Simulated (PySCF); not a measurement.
PBE on Mg+ (magnesium, charge +1)

Configuration: [Ne] 3s1, 2S determinant. Computed with PySCF 2.14 in aug-cc-pVDZ, with the non-relativistic Hamiltonian (point nucleus).

- Total energy: -199.6612 hartree
- One-electron energy: -275.4275 hartree
- Hartree (Coulomb) energy: 91.8873 hartree
- Exchange-correlation energy: -16.1210 hartree
- Kinetic energy: 198.98455 hartree
- ⟨S²⟩: 0.7500
- ⟨L²⟩: 0.000
- Sum of ⟨r⟩: 8.608 bohr
- Sum of ⟨r²⟩: 13.97 bohr²
- Density at the nucleus (Gaussians lack the cusp): 1060 bohr⁻³
- Spin density at the nucleus: 1.73 bohr⁻³
- Langevin diamagnetic susceptibility: -11.1 ×10⁻⁶ cm³/mol

| shell | electrons | mean orbital energy (hartree) | rms radius, mean of both spins (bohr) |
| --- | --- | --- | --- |
| 1s α | 1 | -46.57473 | 0.152 |
| 1s β | 1 | -46.57248 | 0.152 |
| 2s α | 1 | -3.26573 | 0.762 |
| 2s β | 1 | -3.26070 | 0.762 |
| 2p α | 3 | -2.05766 | 0.778 |
| 2p β | 3 | -2.05215 | 0.778 |
| 3s α | 1 | -0.43888 | 3.02 |
